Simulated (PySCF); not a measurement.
# C2H5F3OSi2

C2H5F3OSi2 is a carbene (divalent C1, bonded to 1 C + 1 O), neutral, triplet. The structure, one conformer, was relaxed in the gas phase by PBE0-D3(BJ)/def2-SVP. No frequency run checks that it is a minimum.

This triplet is an excited state: in a carbene with lone-pair donors on the centre (O) the singlet is known to lie well below it (the gap isn't computed here), so the molecule in its ground state shows no EPR spectrum.

SMILES: F[Si](F)(F)O[C]C[SiH3]

```csv
atom,x (Å),y (Å),z (Å)
C1,-0.535,-0.692,-1.085
C2,-0.889,0.727,-1.219
Si3,-0.033,1.866,0.054
O4,-0.668,-1.418,0.042
Si5,0.586,-2.053,0.882
F6,1.274,-3.253,0.097
F7,0.018,-2.596,2.261
F8,1.699,-0.947,1.158
H9,-0.597,1.072,-2.225
H10,-1.986,0.880,-1.144
H11,1.444,1.839,-0.155
H12,-0.348,1.400,1.437
H13,-0.543,3.260,-0.116
```

EPR values by unrestricted B3LYP, IGLO-III on C F O Si, pcH-1 on H.

(1) Predict g and the largest hyperfine couplings. Where does the spin sit?

(2) How do the isotropic couplings move with BHandHLYP?

Answers

(1) g = 2.0020, 2.0028, 2.0029. The zero-field splitting dominates the spectrum: D = 0.88 cm⁻¹, |E| = 0.079 cm⁻¹ (spin-spin and spin-orbit parts, DFT, rough). The spin sits on C1 (88 %, bonded to 1 C + 1 O) by Mulliken populations.
```json
{"atom": "C1", "isotope": "13C", "isotropic (MHz)": "324.0", "dipolar, principal values (MHz)": "-72.7, 16.2, 56.5"}
{"atom": "H10", "isotope": "1H", "isotropic (MHz)": "76.7", "dipolar, principal values (MHz)": "-5.7, -3.0, 8.7"}
{"atom": "Si3", "isotope": "29Si", "isotropic (MHz)": "-52.3", "dipolar, principal values (MHz)": "-10.2, 4.9, 5.3"}
{"atom": "O4", "isotope": "17O", "isotropic (MHz)": "-28.7", "dipolar, principal values (MHz)": "-16.6, -2.3, 18.9"}
{"atom": "Si5", "isotope": "29Si", "isotropic (MHz)": "-36.6", "dipolar, principal values (MHz)": "-3.9, 1.2, 2.7"}
{"atom": "C2", "isotope": "13C", "isotropic (MHz)": "24.4", "dipolar, principal values (MHz)": "-6.2, -5.7, 11.9"}
```

(2) C1 324.0 to 358.0 MHz, H10 76.7 to 76.6 MHz, Si3 -52.3 to -49.9 MHz, O4 -28.7 to -32.3 MHz.

The 2 runs behind this took 6.1 min in all, one thread each of Arm Neoverse V1 on a shared host, launched as `OMP_NUM_THREADS=1 python cluster_run.py task.json out`.
